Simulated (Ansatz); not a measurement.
A made-up structure of AlBH4OF (charge +1), closed shell:

```csv
atom,x (Å),y (Å),z (Å)
B1,-0.9885,1.5464,-0.3361
Al2,0.0253,-0.2984,-0.6488
O3,0.8521,-1.1272,0.8177
F4,0.4238,-1.4105,-1.7635
H5,-1.5363,2.0521,-1.2606
H6,-0.9952,2.0431,0.7449
H7,1.3221,-1.9692,0.7066
H8,-0.9082,-0.0579,0.5264
```

It is relaxed with PBE-D4/def2-SVP and then PBE0-D4/def2-TZVP (Ansatz 0.2.0). Atoms count as bonded within 1.22 times the sum of their covalent radii (H–H: 0.88 Å). The end point is not checked to be a true minimum.

Does its bonding change? (Judge from chemistry; the calculation decides.)

By the calculation: Yes. Formed: B1–O3, B1–H8, Al2–H5; broken: none.

Where it ends: The first stage lowers the energy by 4.48 eV in 43 steps. It ends as AlBH₄OF ([F][Al]123[H][BH]1([H]2)[OH]3), total charge +1:
```
atom    x (Å)    y (Å)    z (Å)
  B1  -0.4325   0.8268   0.3065
 Al2  -0.2777  -0.5550  -1.0818
  O3   0.7315  -0.2427   0.3375
  F4  -0.4746  -1.5388  -2.3245
  H5  -0.2049   1.2523  -0.8848
  H6  -0.5684   1.6889   1.0981
  H7   0.8899  -0.7240   1.1602
  H8  -1.4683   0.0710   0.1754
```

Labels in which every atom is bracketed show which atoms are joined, not bond orders.

For scale, one of the runs: PBE0-D4/def2-TZVP relaxation, 154 basis functions, launched by `ansatz run in.yaml --threads 2 --pin off --events-out ev --progress --plain --max-ram 4352MiB`. Hardware: 2 CPU threads of an Arm Neoverse V2, shared host. Wall time about 23 s.
